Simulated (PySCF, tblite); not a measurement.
Isomers of C6H11N3O, one GFN2-xTB conformer each. Single-point energies are computed at PBE0/pcSseg-1 (PySCF, gas phase, no added dispersion term), electronic only.

```tsv
SMILES	GFN2-xTB relative energy (kcal/mol)
COc1cnn(C(C)C)n1	13.6
CCn1c(C)nnc1OC	0.0
CCn1nc(C)c(OC)n1	12.2
```

Conformers: `[CH3:1][O:2][c:3]1[cH:4][n:5][n:6]([CH:7]([CH3:8])[CH3:9])[n:10]1` with C1–O2–C3–C4 180°, N5–N6–C7–C8 -59°; `[CH3:1][CH2:2][n:3]1[c:4]([CH3:5])[n:6][n:7][c:8]1[O:9][CH3:10]` with C1–C2–N3–C4 -90°, N7–C8–O9–C10 -1°; `[CH3:1][CH2:2][n:3]1[n:4][c:5]([CH3:6])[c:7]([O:8][CH3:9])[n:10]1` with C1–C2–N3–N4 89°, C5–C7–O8–C9 180°.

Q: What does PBE0/pcSseg-1 give for the same structures?

A: 
| SMILES | PBE0/pcSseg-1 E (Eh) | PBE0/pcSseg-1 (kcal/mol) | GFN2-xTB (kcal/mol) | point group |
| --- | --- | --- | --- | --- |
| CCn1c(C)nnc1OC | -474.12310 | 0.0 | 0.0 | C1 |
| CCn1nc(C)c(OC)n1 | -474.10976 | 8.4 | 12.2 | C1 |
| COc1cnn(C(C)C)n1 | -474.10520 | 11.2 | 13.6 | near Cs |

Both levels put the same isomer lowest; measured from each level's own lowest isomer, the values differ by up to 3.8 kcal/mol (CCn1nc(C)c(OC)n1: 12.2 against 8.4). 

Q: Which frontier levels, dipoles and rotational constants go with these structures?

A: 
```json
{"SMILES": "CCn1c(C)nnc1OC", "HOMO (eV, PBE0/pcSseg-1)": "-6.48", "LUMO (eV)": "0.86", "dipole (D)": "4.80", "A, B, C (MHz)": "1913, 1209, 793.9"}
{"SMILES": "CCn1nc(C)c(OC)n1", "HOMO (eV, PBE0/pcSseg-1)": "-6.35", "LUMO (eV)": "0.31", "dipole (D)": "1.31", "A, B, C (MHz)": "2000, 1007, 717.0"}
{"SMILES": "COc1cnn(C(C)C)n1", "HOMO (eV, PBE0/pcSseg-1)": "-6.56", "LUMO (eV)": "0.22", "dipole (D)": "1.70", "A, B, C (MHz)": "3108, 781.2, 723.6"}
```

Q: What happens when harmonic zero-point energies from GFN2-xTB frequencies are added?

A: 
```json
{"SMILES": "CCn1c(C)nnc1OC", "ZPE (kcal/mol)": "107.8", "electronic (kcal/mol)": "0.0", "with ZPE (kcal/mol)": "0.0"}
{"SMILES": "CCn1nc(C)c(OC)n1", "ZPE (kcal/mol)": "107.6", "electronic (kcal/mol)": "8.4", "with ZPE (kcal/mol)": "8.2"}
{"SMILES": "COc1cnn(C(C)C)n1", "ZPE (kcal/mol)": "108.1", "electronic (kcal/mol)": "11.2", "with ZPE (kcal/mol)": "11.5"}
```

The zero-point energies span 0.5 kcal/mol. The order is unchanged.
